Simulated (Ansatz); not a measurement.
Ti(OH)4 (H4O4Ti), SMILES [OH][Ti]([OH])([OH])[OH], multiplicity 1.

Coordinates come from a PBE-D3(BJ)/def2-SVP optimisation. The multiplicity is an assumed one; no other spin state was optimised. The isomer is the one that the SMILES or the coordinates give; other isomers of the formula were not compared. One conformer was computed; it need not be the lowest.

Two levels are set side by side: PBE/def2-SVPD (Ansatz, a first-principles code) and CAM-B3LYP/def2-SVPD (Ansatz). Energy differences of separate SCF runs at the same geometry; the states with an electron removed or added have multiplicity 2 and 2. Differences are taken from unrounded values.

| quantity | CAM-B3LYP | PBE | PBE minus CAM-B3LYP |
|---|---|---|---|
| vertical ionisation energy (eV) | 11.54 | 10.52 | -1.03 |
| vertical singlet–triplet gap (eV) | 5.60 | 5.30 | -0.29 |
